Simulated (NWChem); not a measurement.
Everything below was run with NWChem. System: As (-1), charge -1, spin multiplicity 3. Its SCF solution wasn't tested for a lower state. Level: UMP2/def2-TZVPD, 9 core orbitals frozen.

Output (cleaned and shortened):

```
             Northwest Computational Chemistry Package (NWChem) 7.3.0
             --------------------------------------------------------

                                NWChem Input Module
                                -------------------

 Scaling coordinates for geometry "geometry" by  1.889725989
 (inverse scale =  0.529177249)

                             Geometry "geometry" -> ""
                             -------------------------

 Output coordinates in angstroms (scale by  1.889725989 to convert to a.u.)

  No.       Tag          Charge          X              Y              Z
 ---- ---------------- ---------- -------------- -------------- --------------
    1 As                  33.0000     0.00000000     0.00000000     0.00000000

 Effective nuclear repulsion energy (a.u.)       0.0000000000

            Nuclear Dipole moment (a.u.)
            ----------------------------
        X                 Y               Z
 ---------------- ---------------- ----------------
     0.0000000000     0.0000000000     0.0000000000

      Symmetry information
      --------------------

 Group name             D2h
 Group number             26
 Group order               8
 No. of unique centers     1

      Symmetry unique atoms

     1


 Summary of "ao basis" -> "" (spherical)
 ------------------------------------------------------------------------------
       Tag                 Description            Shells   Functions and Types
 ---------------- ------------------------------  ------  ---------------------
 *                         def2-tzvpd                 on all atoms

 Summary of "ao basis" -> "ao basis" (spherical)
 ------------------------------------------------------------------------------
       Tag                 Description            Shells   Functions and Types
 ---------------- ------------------------------  ------  ---------------------
 As                        def2-tzvpd               18       54   7s5p5d1f

                                 NWChem SCF Module
                                 -----------------

  ao basis        = "ao basis"
  functions       =    54
  atoms           =     1
  alpha electrons =    18
  beta  electrons =    16
  charge          =  -1.00
  wavefunction    = UHF
  use symmetry    = T
  symmetry adapt  = T

 Summary of "ao basis" -> "ao basis" (spherical)
 ------------------------------------------------------------------------------
       Tag                 Description            Shells   Functions and Types
[...]
     2   0 2 0    -16.780254    -11.827284     -4.952970      0.000000
     2   0 1 1     -0.000000      0.000000     -0.000000      0.000000
     2   0 0 2    -20.436385    -11.558074     -8.878310      0.000000

                   NWChem MP2 Semi-direct Energy/Gradient Module
                   ---------------------------------------------

  Basis functions       =     54
  Molecular orbitals    =     54
  Frozen core           =      9
  Frozen virtuals       =      0
  Active alpha occupied =      9
  Active beta occupied  =      7
  Active alpha virtual  =     36
  Active beta virtual   =     38
  Use MO symmetry       = T
  Use skeleton AO sym   = T

  AO/Fock/Back tols     =   1.0D-09  1.0D-09  1.0D-09

 GA uses MA = F    GA memory limited = T

 Available:
  local mem=  1.26D+08
 global mem=  1.44D+08
 local disk=  0.00D+00
  mp2_memr nvloc                    36
  nvloc new                    36
   1 passes of   9:        3145728                      22142                   1640932.
   1 passes of   9: M    126152001           G      144173368           F     123006273.

 Semi-direct pass number   1 of   1  for UHF alpha       at        1.6s
  vrange nnbf                  1485
  mp2_eaftype                    10  avail_ma_in_mb                  1099
 EAF : mp2_eaftype filesize          10     820466.
  mp2_eaf for mointskh                     10
Node 0 wrote      3.8 Mb in      0.0 s     Agg I/O rate:   884.6 Mb/s
 Done moints_semi at        4.3s
  mp2_eaftype                    10  avail_ma_in_mb                  1089
 EAF : mp2_eaftype filesize          10     820466.
  mp2_eaf for kh                    10
 Done maket at        4.4s
 Done multipass loop at        4.4s

 GA uses MA = F    GA memory limited = T

 Available:
  local mem=  1.26D+08
 global mem=  1.44D+08
 local disk=  0.00D+00
  mp2_memr nvloc                    38
  nvloc new                    38
   1 passes of   7:        3145728                      19243                   1348090.
   1 passes of   7: M    126152001           G      144173368           F     123006273.

 Semi-direct pass number   1 of   1  for UHF beta        at        4.4s
  vrange nnbf                  1485
  mp2_eaftype                    10  avail_ma_in_mb                  1099
 EAF : mp2_eaftype filesize          10     674045.
  mp2_eaf for mointskh                     10
Node 0 wrote      3.2 Mb in      0.0 s     Agg I/O rate:  1165.6 Mb/s
 Done moints_semi at        6.9s
  mp2_eaftype                    10  avail_ma_in_mb                  1089
 EAF : mp2_eaftype filesize          10     674045.
  mp2_eaf for kh                    10
 Done maket at        6.9s
 Done multipass loop at        6.9s

          -------------------------------------------
          SCF energy               -2234.168682643026
          Correlation energy          -0.221381542322
          Singlet pairs                0.000000000000
          Triplet pairs                0.000000000000
          Total MP2 energy         -2234.390064185347
          -------------------------------------------

          ---------------------------------------------------
                    Spin Component Scaled (SCS) MP2
          Same spin pairs                     -0.070553927554
          Same spin scaling factor             0.333333333333
          Opposite spin pairs                 -0.150827614768
          Opposite spin scaling fact.          1.200000000000
          SCS-MP2 correlation energy          -0.204511113572
          Total SCS-MP2 energy             -2234.373193756599
          ---------------------------------------------------

 -----------------------
 Performance information
 -----------------------

 Timer overhead =  2.61D-07 seconds/call

               Nr. of calls         CPU time (s)                 Wall time (s)                GFlops
             ---------------    -------------------     ------------------------------   -------------------
Name         Min   Avg   Max    Min     Avg     Max     Min     Avg     Max   Mx/calls   Min     Max     Sum
mp2: moin     2     2     2    5.3     5.3     5.3      5.3     5.3     5.3     2.6      0.0     0.0     0.0
mp2: make     2     2     2   7.51E-2 7.51E-2 7.51E-2  7.51E-2 7.51E-2 7.51E-2 3.76E-2   0.0     0.0     0.0
mp2: tota     1     1     1    5.5     5.5     5.5      5.5     5.5     5.5     5.5      0.0     0.0     0.0

 The average no. of pstat calls per process was 5.00D+00
 with a timing overhead of 1.31D-06s

 Task  times  cpu:        6.9s     wall:        6.9s

 Total times  cpu:        6.9s     wall:        6.9s
```

Q: Write an NWChem input that would produce this output.

A: One answer among several that fit: 
```
start mol
memory heap 200 mb stack 900 mb global 1100 mb
charge -1
geometry units angstroms nocenter noautoz
  As     0.000000     0.000000     0.000000
  symmetry group D2h
end
basis spherical
  * library def2-tzvpd
end
scf
  uhf
  nopen 2
  maxiter 100
  thresh 1e-7
  semidirect memsize 60000000 filesize 0
  # guess.movecs holds the orbitals of an unrestricted PBE0 run
  vectors input guess.movecs output mol.movecs
end
mp2
  freeze core 9
end
task mp2 energy
```
